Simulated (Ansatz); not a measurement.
C2H10Si2 can be A, `C[SiH2][SiH2]C`, or B, `CC([SiH3])[SiH3]`.

Gas-phase electronic energies from Ansatz, PBE0-D4/def2-TZVP geometries. CCSD(T)/CBS is the MP2 limit (def2-TZVPP, def2-QZVPP) plus CCSD(T) − MP2 in def2-TZVPP, frozen cores. DFT in def2-TZVPP. B3LYP here is the variant with VWN-RPA as its local correlation; programs differ in this. One conformer a species, not always the lowest.

(1) Which is lower in electronic energy at CCSD(T)/CBS, and by how much? (Best estimate.)

(2) Give E(B) − E(A) in kcal/mol with B2PLYP, HF/def2-TZVPP, ωB97M-V, B3LYP-D4, CCSD(T)/def2-TZVPP, CCSD/def2-TZVPP, B3LYP. (Estimate.)

Largest T1 diagnostic: 0.011.

Results:

(1) Computed: A, by 11.8 kcal/mol.

(2) The calculation gave: B2PLYP 12.5, HF/def2-TZVPP 11.2, ωB97M-V 11.3, B3LYP-D4 12.7, CCSD(T)/def2-TZVPP 11.4, CCSD/def2-TZVPP 11.5, B3LYP 13.9. None reverses the order clearly.

From PBE to PBE0 (25 % exact exchange), in def2-TZVPP and without D4, E(B) − E(A) moves by −0.8 kcal/mol. The D4 term adds −1.3 kcal/mol with B3LYP and −0.6 kcal/mol with PBE0; it sums over pairs of atoms, weighted by their polarisabilities, and B3LYP, whose exchange is more repulsive, gets the larger term.
